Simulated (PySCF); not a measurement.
Computed with PBE0-D4/def2-TZVP in PySCF. Gas-phase values, no solvent. Delta-SCF ions had no search for a lower state. Excitations are Tamm–Dancoff values on a coarser integration grid. The basis has no diffuse functions, so Rydberg states are missing or too high.

Reference species (SMILES): `[F][Ga]([F])[Br]` (neutral, multiplicity 1).

| Item | Value |
|---|---|
| T1 excitation (TDA) | 5.34 eV |
| S1 oscillator strength | 0.016 |
| HOMO–LUMO gap | 7.21 eV |
| vertical ionisation energy (Delta-SCF) | 11.97 eV |

After one change: the T1 excitation (TDA) rises by 1.83 eV; the S1 oscillator strength falls by 0.016; the HOMO–LUMO gap goes up by 2.21 eV; the vertical ionisation energy (Delta-SCF) increases by 2.39 eV.

Q: What was changed between the two runs? The new species is one of these.
A) `[F][Ga]([F])[F]`
B) `[F][Ga]([Br])[Br]`
C) `[Br][Ga]([Br])[Br]`

A: A, `[F][Ga]([F])[F]`
